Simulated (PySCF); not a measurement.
C4H5Br, SMILES CC=C=CBr. Heavy atoms are numbered as in [CH3:1][CH:2]=[C:3]=[CH:4][Br:5]. Hydrogens are named by the atom that carries them.

Geometry optimised at PBE0-D3(BJ)/def2-SVP.

The numbers are results of PBE/pcSseg-1 in PySCF, not measurements.

GIAO shieldings, no solvent; atoms alike by connectivity are averaged. δ = σ(ref) − σ: ¹³C against TMS (σ = 182.0 ppm); ¹H against TMS (σ = 31.49 ppm), references at their B3LYP-D3(BJ)/def2-TZVP geometries, non-relativistic (without spin–orbit terms, shifts of atoms bonded to Cl or Br come out too high).

```
nucleus     atoms  count  δ (ppm)
-------  --------  -----  -------
¹³C            C3      1    218.3
¹³C       C2 (CH)      1    103.4
¹³C       C4 (CH)      1     96.0
¹³C      C1 (CH3)      1     20.6
¹H        H on C4      1     6.32
¹H        H on C2      1     6.06
¹H        H on C1      3     2.12
```
